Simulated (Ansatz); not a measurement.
Two members of one family (Series SiH3X), computed with Ansatz in the gas phase. Binding counts from free atoms in the multiplicity of their measured ground term, without zero-point energy. A dash marks a value that wasn't run or was left out as unsound. The structures are stationary points that may keep the symmetry of their start.

First: Si(eta1-allyl)H3 (singlet, charge 0, PBE0-D4/def2-SVP geometry).

```xyz
12

Si   -1.0793    0.4332    1.3416
C    -0.0234    0.7996   -0.1898
C     0.9727   -0.2800   -0.4583
C     0.8962   -1.1838   -1.4381
H     0.4806    1.7674   -0.0145
H    -0.7032    0.9378   -1.0463
H     1.8170   -0.3375    0.2406
H     0.0760   -1.1761   -2.1625
H     1.6551   -1.9621   -1.5523
H    -0.1992    0.2042    2.5303
H    -1.9069   -0.7903    1.1159
H    -1.9855    1.5875    1.6335
```

```csv
level,HOMO (eV),LUMO (eV),gap (eV),vertical IE (eV),vertical triplet (eV),binding per atom (eV)
PBE-D4/def2-SVP,-6.01,-0.71,5.30,–,–,3.92
PBE-D4/def2-TZVP,-6.10,-0.92,5.18,9.19,4.23,3.90
r2SCAN-D4/def2-TZVP,-6.28,-0.67,5.61,9.14,3.98,3.86
PBE0-D4/def2-SVP,-7.14,0.30,7.44,–,–,3.89
ωB97X-V/def2-TZVP,-9.48,2.27,11.75,–,–,3.87
```

Second: Si(NMe2)H3 (singlet, charge 0, PBE0-D4/def2-SVP geometry).

```tsv
atom	x (Å)	y (Å)	z (Å)
Si1	0.631	-1.467	-0.397
N2	-0.156	0.051	-0.100
C3	0.369	1.281	-0.637
C4	-1.041	0.225	1.024
H5	-0.452	1.961	-0.931
H6	0.973	1.087	-1.536
H7	1.009	1.833	0.083
H8	-1.467	-0.740	1.337
H9	-0.541	0.673	1.907
H10	-1.886	0.888	0.757
H11	1.079	-1.483	-1.823
H12	-0.357	-2.558	-0.136
H13	1.840	-1.751	0.452
```

Question: Estimate how these quantities change from the first to the second (second minus first).

Answer: 
```json
{"level": "PBE-D4/def2-SVP", "Δ HOMO (eV)": "1.09", "Δ LUMO (eV)": "0.85", "Δ gap (eV)": "-0.24", "Δ vertical IE (eV)": "–", "Δ vertical triplet (eV)": "–", "Δ binding per atom (eV)": "-0.24"}
{"level": "PBE-D4/def2-TZVP", "Δ HOMO (eV)": "1.03", "Δ LUMO (eV)": "0.61", "Δ gap (eV)": "-0.41", "Δ vertical IE (eV)": "-0.95", "Δ vertical triplet (eV)": "0.72", "Δ binding per atom (eV)": "-0.24"}
{"level": "r2SCAN-D4/def2-TZVP", "Δ HOMO (eV)": "0.98", "Δ LUMO (eV)": "0.82", "Δ gap (eV)": "-0.16", "Δ vertical IE (eV)": "-0.93", "Δ vertical triplet (eV)": "1.13", "Δ binding per atom (eV)": "-0.24"}
{"level": "PBE0-D4/def2-SVP", "Δ HOMO (eV)": "0.88", "Δ LUMO (eV)": "0.72", "Δ gap (eV)": "-0.16", "Δ vertical IE (eV)": "–", "Δ vertical triplet (eV)": "–", "Δ binding per atom (eV)": "-0.24"}
{"level": "ωB97X-V/def2-TZVP", "Δ HOMO (eV)": "0.75", "Δ LUMO (eV)": "0.21", "Δ gap (eV)": "-0.53", "Δ vertical IE (eV)": "–", "Δ vertical triplet (eV)": "–", "Δ binding per atom (eV)": "-0.22"}
```
